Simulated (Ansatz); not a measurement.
Steps of a relaxation of Cl2FH3O3W, SMILES `[OH][W]([OH])([OH])([F])([Cl])[Cl]` with RKS PBE0-D4/def2-TZVP.

```sh
$ ansatz run in.yaml --threads 2 --pin off --events-out ev --progress --plain --max-ram 20480MiB --backend cuda --devices 0, --max-vram 18GiB
```

```yaml
crystal:
  periodic: [false, false, false]
  atoms:
    - {symbol: O, position_ang: [-0.742400, -1.432820, -0.271770]}
    - {symbol: W, position_ang: [0.083980, 0.162920, 0.031560]}
    - {symbol: O, position_ang: [1.048760, -0.491990, 1.416420]}
    - {symbol: O, position_ang: [-0.794490, 0.983960, -1.322280]}
    - {symbol: F, position_ang: [0.936230, 1.807760, 0.342430]}
    - {symbol: Cl, position_ang: [-1.609840, 0.826370, 1.527530]}
    - {symbol: Cl, position_ang: [1.832900, -0.392300, -1.444970]}
    - {symbol: H, position_ang: [-1.180500, -2.276820, -0.436370]}
    - {symbol: H, position_ang: [1.615740, -0.728350, 2.161230]}
    - {symbol: H, position_ang: [-1.190380, 1.541280, -2.003790]}
basis:
  gaussian: {orbitals: def2-TZVP}
hamiltonian: {xc: pbe0, dispersion: d4}
relax: {f_tol: 0.005, max_steps: 150}
```

Positions (Å) and forces (eV/Å) along the path, 14 of 24 steps:

```xyz
10
step=1 energy=-35771.7705 eV
O    -0.742   -1.433   -0.272   -0.473   -0.907   -0.177
W     0.084    0.163    0.032    0.303    0.588    0.110
O     1.049   -0.492    1.416    0.730   -0.698    1.127
O    -0.794    0.984   -1.322   -0.811    0.533   -1.150
F     0.936    1.808    0.342   -0.091   -0.178   -0.029
Cl   -1.610    0.826    1.528    0.092   -0.003   -0.061
Cl    1.833   -0.392   -1.445   -0.062    0.050    0.070
H    -1.181   -2.277   -0.436    0.295    0.569    0.109
H     1.616   -0.728    2.161   -0.339    0.307   -0.512
H    -1.190    1.541   -2.004    0.356   -0.261    0.513
10
step=3 energy=-35771.8279 eV
O    -0.751   -1.447   -0.274    0.083    0.147    0.027
W     0.082    0.159    0.031    0.019    0.032    0.006
O     1.052   -0.523    1.432   -0.191   -0.184   -0.136
O    -0.820    0.973   -1.345   -0.069   -0.292    0.038
F     0.929    1.793    0.339    0.010    0.032    0.012
Cl   -1.590    0.836    1.521   -0.022    0.023    0.032
Cl    1.829   -0.372   -1.431    0.033   -0.008   -0.029
H    -1.183   -2.278   -0.438   -0.051   -0.096   -0.021
H     1.628   -0.704    2.167    0.112    0.156    0.064
H    -1.177    1.564   -2.000    0.076    0.191    0.008
10
step=4 energy=-35771.8935 eV
O    -0.768   -1.482   -0.283    0.496    0.976    0.211
W     0.066    0.130    0.027   -0.383   -0.728   -0.127
O     1.036   -0.578    1.438    0.139   -0.071    0.163
O    -0.856    0.931   -1.369   -0.121    0.184   -0.206
F     0.901    1.754    0.333    0.223    0.399    0.060
Cl   -1.582    0.824    1.516   -0.152    0.036    0.111
Cl    1.809   -0.381   -1.428    0.154   -0.043   -0.113
H    -1.196   -2.303   -0.447   -0.346   -0.657   -0.136
H     1.674   -0.563    2.161   -0.315    0.227   -0.455
H    -1.084    1.669   -1.948    0.305   -0.322    0.492
10
step=6 energy=-35771.9893 eV
O    -0.787   -1.525   -0.286    0.040    0.105    0.030
W     0.036    0.070    0.018   -0.162   -0.240   -0.055
O     1.017   -0.627    1.436    1.157    0.506    1.084
O    -0.880    0.891   -1.378   -0.078    1.332   -0.672
F     0.877    1.712    0.326    0.088    0.081    0.010
Cl   -1.606    0.786    1.513   -0.083   -0.023    0.043
Cl    1.793   -0.426   -1.439    0.047   -0.028   -0.033
H    -1.230   -2.347   -0.469   -0.084   -0.143   -0.038
H     1.698   -0.316    2.084   -1.085   -0.353   -1.090
H    -0.917    1.781   -1.804    0.159   -1.238    0.721
10
step=7 energy=-35772.0663 eV
O    -0.809   -1.553   -0.291    0.072    0.079    0.025
W     0.020    0.040    0.014   -0.030   -0.135   -0.018
O     1.037   -0.589    1.437    0.451    0.144    0.496
O    -0.860    0.917   -1.369   -0.089    0.614   -0.338
F     0.874    1.678    0.319    0.062    0.218    0.042
Cl   -1.641    0.728    1.505   -0.025   -0.010    0.015
Cl    1.775   -0.471   -1.444    0.007   -0.066   -0.044
H    -1.256   -2.373   -0.479   -0.046   -0.082   -0.024
H     1.698   -0.198    2.033   -0.478   -0.164   -0.489
H    -0.837    1.821   -1.725    0.077   -0.596    0.335
10
step=9 energy=-35772.0950 eV
O    -0.815   -1.566   -0.282    0.033    0.057    0.007
W     0.012    0.026    0.016   -0.076   -0.077    0.038
O     1.041   -0.582    1.448    0.009    0.014   -0.004
O    -0.863    0.922   -1.368    0.015    0.034   -0.007
F     0.864    1.676    0.318    0.040    0.039   -0.024
Cl   -1.652    0.709    1.507   -0.012   -0.020   -0.003
Cl    1.751   -0.517   -1.449    0.008   -0.005   -0.008
H    -1.251   -2.383   -0.513   -0.026   -0.044   -0.015
H     1.688   -0.119    1.985   -0.024    0.036   -0.040
H    -0.775    1.833   -1.661    0.034   -0.033    0.057
10
step=12 energy=-35772.1134 eV
O    -0.876   -1.582   -0.222   -0.001    0.012    0.003
W    -0.039    0.016    0.069   -0.063   -0.068   -0.004
O     1.033   -0.528    1.491   -0.002   -0.008   -0.002
O    -0.891    0.919   -1.325   -0.002   -0.004    0.003
F     0.877    1.656    0.265    0.033    0.047   -0.004
Cl   -1.679    0.710    1.558    0.011    0.005   -0.005
Cl    1.667   -0.618   -1.421   -0.032   -0.021    0.013
H    -1.136   -2.356   -0.720    0.049    0.020   -0.014
H     1.730   -0.028    1.923    0.009    0.005    0.010
H    -0.686    1.811   -1.618   -0.001    0.011    0.000
10
step=13 energy=-35772.0839 eV rejected
O    -0.909   -1.581   -0.182   -0.268   -1.418   -1.256
W    -0.076    0.028    0.110    0.094    0.065   -0.082
O     1.015   -0.500    1.516    0.073   -0.009    0.111
O    -0.919    0.918   -1.296   -0.035    0.073   -0.055
F     0.897    1.650    0.227   -0.010   -0.050   -0.003
Cl   -1.691    0.744    1.598   -0.008   -0.027   -0.004
Cl    1.597   -0.687   -1.398   -0.019    0.001    0.006
H    -0.998   -2.317   -0.853    0.230    1.431    1.285
H     1.761   -0.041    1.914   -0.050   -0.010   -0.040
H    -0.678    1.786   -1.634   -0.007   -0.056    0.037
10
step=14 energy=-35772.1176 eV
O    -0.877   -1.584   -0.219   -0.150   -0.097   -0.017
W    -0.050    0.020    0.077    0.046   -0.006   -0.022
O     1.022   -0.518    1.500    0.004   -0.013   -0.003
O    -0.902    0.926   -1.316    0.005    0.003    0.000
F     0.892    1.654    0.248   -0.012   -0.064   -0.026
Cl   -1.681    0.724    1.565   -0.023   -0.008    0.010
Cl    1.635   -0.658   -1.418    0.026    0.024   -0.012
H    -1.081   -2.353   -0.755    0.099    0.134    0.060
H     1.730   -0.027    1.924    0.009    0.018    0.012
H    -0.689    1.816   -1.607   -0.005    0.009   -0.002
10
step=16 energy=-35772.1273 eV
O    -0.922   -1.582   -0.199   -0.090   -0.587   -0.451
W    -0.071    0.022    0.090   -0.030    0.088    0.056
O     1.004   -0.504    1.515    0.025   -0.021    0.013
O    -0.919    0.942   -1.293   -0.016    0.018   -0.001
F     0.941    1.620    0.202    0.000   -0.028   -0.013
Cl   -1.688    0.740    1.585    0.036   -0.035   -0.054
Cl    1.564   -0.737   -1.422    0.040   -0.008   -0.026
H    -0.923   -2.326   -0.825    0.047    0.567    0.478
H     1.712   -0.007    1.932   -0.013    0.006   -0.007
H    -0.699    1.831   -1.585    0.001    0.000    0.006
10
step=17 energy=-35772.1316 eV
O    -0.929   -1.579   -0.196   -0.035   -0.394   -0.312
W    -0.075    0.023    0.089    0.078    0.069   -0.038
O     1.001   -0.510    1.511   -0.006    0.005    0.029
O    -0.923    0.949   -1.292    0.002    0.014    0.005
F     0.951    1.613    0.192   -0.039   -0.019    0.031
Cl   -1.693    0.735    1.575    0.004    0.010    0.019
Cl    1.571   -0.730   -1.424   -0.043   -0.038   -0.009
H    -0.911   -2.330   -0.805    0.035    0.351    0.285
H     1.708   -0.011    1.927    0.002    0.007   -0.004
H    -0.699    1.839   -1.578    0.001   -0.004   -0.005
10
step=18 energy=-35772.1359 eV
O    -0.935   -1.578   -0.203   -0.052   -0.053   -0.009
W    -0.081    0.025    0.087    0.046    0.064   -0.034
O     0.992   -0.512    1.511    0.010   -0.013   -0.029
O    -0.924    0.961   -1.291    0.034    0.000    0.016
F     0.947    1.613    0.203    0.010   -0.029   -0.012
Cl   -1.694    0.737    1.573   -0.042   -0.001    0.028
Cl    1.553   -0.743   -1.434   -0.025    0.009    0.025
H    -0.875   -2.338   -0.785    0.031    0.019    0.013
H     1.707   -0.014    1.917   -0.003    0.012    0.003
H    -0.689    1.848   -1.577   -0.008   -0.007    0.000
10
step=21 energy=-35772.1395 eV
O    -0.957   -1.576   -0.205    0.006   -0.050   -0.027
W    -0.097    0.031    0.084    0.000   -0.009   -0.012
O     0.979   -0.517    1.503   -0.002    0.000    0.003
O    -0.924    0.992   -1.282    0.009    0.008    0.008
F     0.974    1.591    0.196    0.004    0.004    0.000
Cl   -1.715    0.729    1.570   -0.001   -0.004   -0.002
Cl    1.511   -0.771   -1.447   -0.002    0.000    0.000
H    -0.785   -2.347   -0.750   -0.008    0.053    0.035
H     1.692   -0.009    1.900   -0.001    0.001   -0.001
H    -0.677    1.876   -1.568   -0.005   -0.003   -0.003
10
step=24 energy=-35772.1396 eV
O    -0.959   -1.577   -0.203    0.001    0.000    0.000
W    -0.096    0.030    0.082   -0.001   -0.001    0.000
O     0.978   -0.518    1.503   -0.001    0.000    0.001
O    -0.922    0.997   -1.280   -0.001    0.000    0.001
F     0.979    1.588    0.196    0.002    0.000   -0.001
Cl   -1.717    0.726    1.567    0.000    0.000    0.000
Cl    1.506   -0.776   -1.451    0.001    0.001   -0.001
H    -0.777   -2.347   -0.746   -0.001   -0.001    0.000
H     1.688   -0.006    1.900    0.000    0.001    0.000
H    -0.680    1.881   -1.567    0.001    0.000    0.000
```

It took 67 s on 2 threads of an AMD EPYC 7R13 on a shared host and a share of an NVIDIA H100 80 GB, with 0.94 GiB of host memory at the peak.
